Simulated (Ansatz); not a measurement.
Calculated with Ansatz (gas phase, PBE0-D4/def2-TZVP geometries, no zero-point term in ΔE). CCSD(T)/CBS is the MP2 limit (def2-TZVPP, def2-QZVPP) plus CCSD(T) − MP2 in def2-TZVPP, frozen cores. Double bonds are as drawn, so ΔE can hold a change between cis and trans. DFT in def2-TZVPP. B3LYP here is the variant with VWN-RPA as its local correlation; programs differ in this. For Se outer-core shells are correlated without core-valence functions, which leaves a few kJ/mol of doubt a bond. Scalar relativity is left out up to krypton. Each species was taken in one conformer, which may not be the lowest.

Consider the ligand exchange at the Al–Se bond: `C/N=C\[Se][AlH2]` + `CC(=N)O` → `C/C(O)=[N]\[AlH2]` + `C/N=C/[SeH]`.

`C/N=C\[Se][AlH2]`:

```xyz
11

C     1.206   -0.858    0.760
N     1.556    0.052   -0.290
C     0.900    1.075   -0.568
Se   -0.719    1.785    0.304
Al   -2.199    0.193   -0.477
H     0.829   -1.783    0.312
H     0.453   -0.461    1.452
H     2.110   -1.118    1.314
H     1.231    1.726   -1.374
H    -3.716    0.399   -0.087
H    -1.650   -1.009   -1.346
```

`CC(=N)O`:

```xyz
9

C    -0.451   -0.396   -0.852
C     0.227    0.208    0.333
N     0.081   -0.061    1.559
O     1.098    1.165   -0.035
H    -0.983    0.378   -1.409
H     0.295   -0.824   -1.526
H    -1.152   -1.172   -0.551
H    -0.603   -0.797    1.697
H     1.488    1.500    0.784
```

`C/C(O)=[N]\[AlH2]`:

Cartesian coordinates in Å:
```
C -1.069 -1.279 0.480
C 0.106 -0.635 -0.185
O 0.842 -1.565 -0.839
N 0.405 0.575 -0.168
Al 0.651 2.292 -0.021
H -0.723 -2.037 1.186
H -1.664 -0.533 1.001
H -1.683 -1.788 -0.266
H 1.581 -1.093 -1.245
H 1.536 2.824 1.178
H 0.016 3.239 -1.119
```

`C/N=C/[SeH]`:

```xyz
9

C    -0.289   -0.431    1.424
N    -0.767   -0.082    0.111
C     0.075    0.226   -0.763
Se   -0.495    0.696   -2.514
H     0.806   -0.386    1.520
H    -0.736    0.242    2.160
H    -0.624   -1.442    1.671
H     1.162    0.251   -0.603
H     0.868    0.926   -3.007
```

**Question.** Is it downhill or uphill in electronic energy at CCSD(T)/CBS, and by how much? (An estimate is asked.)

**Answer.** Ansatz gave: Uphill: ΔE = +0.36 eV.

**Question.** What do these levels give: PBE-D4, r2SCAN-D4, PBE0-D4, B3LYP-D4, ωB97X-V, B2PLYP, PBE, r2SCAN, B3LYP, HF/def2-TZVPP, SCS-MP2/def2-TZVPP, HF/CBS(def2)? (An estimate is asked.)

**Answer.** Ansatz gave: PBE-D4 0.34, r2SCAN-D4 0.30, PBE0-D4 0.35, B3LYP-D4 0.24, ωB97X-V 0.26, B2PLYP 0.22, PBE 0.30, r2SCAN 0.29, B3LYP 0.17, HF/def2-TZVPP 0.18, SCS-MP2/def2-TZVPP 0.26, HF/CBS(def2) 0.17 eV.

Largest T1 diagnostic among the species: 0.014.

In def2-TZVPP, CCSD(T) changes the Hartree–Fock value by +0.12 eV (the triples alone add +0.03 eV) and MP2 by +0.12 eV. The D4 term adds +0.06 eV with B3LYP and +0.03 eV with PBE0; it sums over pairs of atoms, weighted by their polarisabilities, and B3LYP, whose exchange is more repulsive, gets the larger term.
